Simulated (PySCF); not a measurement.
InH2F, SMILES [InH2][F]. Atoms are numbered in the order given.

```xyz
4

In     0.0000     0.0000     0.2755
H      0.0000     1.5988     0.8496
H      0.0000    -1.5988     0.8496
F      0.0000     0.0000    -1.6887
```
Charge 0, spin multiplicity 1.

Coordinates come from a r2SCAN-D4/def2-TZVP optimisation. The def2 effective core potentials stand for the cores of In; spin–orbit coupling is left out.

Calculation: M06-2X/def2-TZVPD (PySCF).

Isolated molecule, no solvent.

Computed frontier levels, gap, dipole moment and polarisability:
The highest occupied level comes out as -10.01 eV and the lowest empty level is -1.43 eV. The orbital gap comes out as 8.58 eV and the dipole moment is 3.35 D. The quadrupole, principal values (traceless, Buckingham form, about the centre of nuclear charge) comes out as -7.30, -1.03, 8.32 D·Å. The mean static polarisability is 35.8 bohr³ (5.31 Å³) and the polarisability, principal values comes out as 29.0, 36.1, 42.4 bohr³.
